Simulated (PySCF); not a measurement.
## Effect of structural changes

Computed, not measured: quadratic response CAM-B3LYP/aug-cc-pVDZ first hyperpolarisability, Taylor convention, gas phase (PySCF 2.14.0). Geometry: PBE0-D3(BJ)/def2-SVP.

Each molecule in one low-energy conformer.

How does the norm of the vector part βᵢ = ⅓ Σⱼ (βᵢⱼⱼ + βⱼᵢⱼ + βⱼⱼᵢ) of the static first hyperpolarisability change along this series?
- Nc1ccc(S)cc1 (H on C replaced by SH)
- CC(=O)c1ccc(N)cc1 (H on C replaced by COCH3)
- Nc1ccc(N)cc1 (H on C replaced by NH2)
- C=Cc1ccc(N)cc1 (H on C replaced by vinyl)
- CCc1ccc(N)cc1 (H on C replaced by C2H5)
- CSc1ccc(N)cc1 (H on C replaced by SCH3)
- Cc1ccc(N)cc1 (H on C replaced by CH3)
- Nc1ccc(F)cc1 (H on C replaced by F)
- C#Cc1ccc(N)cc1 (H on C replaced by ethynyl)
- N#Cc1ccc(N)cc1 (H on C replaced by CN)
- CNc1ccc(N)cc1 (H on C replaced by NHCH3)


| molecule | static β vector norm (au) | static β HRS (au) | S1 (eV) |
| --- | --- | --- | --- |
| Nc1ccc(S)cc1 | 225 | 91 | 4.37 |
| CC(=O)c1ccc(N)cc1 | 1033 | 461 | 4.12 |
| Nc1ccc(N)cc1 | 24 | 10 | 4.22 |
| C=Cc1ccc(N)cc1 | 1081 | 448 | 4.42 |
| CCc1ccc(N)cc1 | 396 | 169 | 4.71 |
| CSc1ccc(N)cc1 | 99 | 41 | 4.34 |
| Cc1ccc(N)cc1 | 253 | 111 | 4.68 |
| Nc1ccc(F)cc1 | 8 | 24 | 4.62 |
| C#Cc1ccc(N)cc1 | 880 | 373 | 4.63 |
| N#Cc1ccc(N)cc1 | 601 | 280 | 4.74 |
| CNc1ccc(N)cc1 | 130 | 61 | 4.14 |

The norm of the vector part βᵢ = ⅓ Σⱼ (βᵢⱼⱼ + βⱼᵢⱼ + βⱼⱼᵢ) of the static first hyperpolarisability is lowest for Nc1ccc(F)cc1 and highest for C=Cc1ccc(N)cc1.
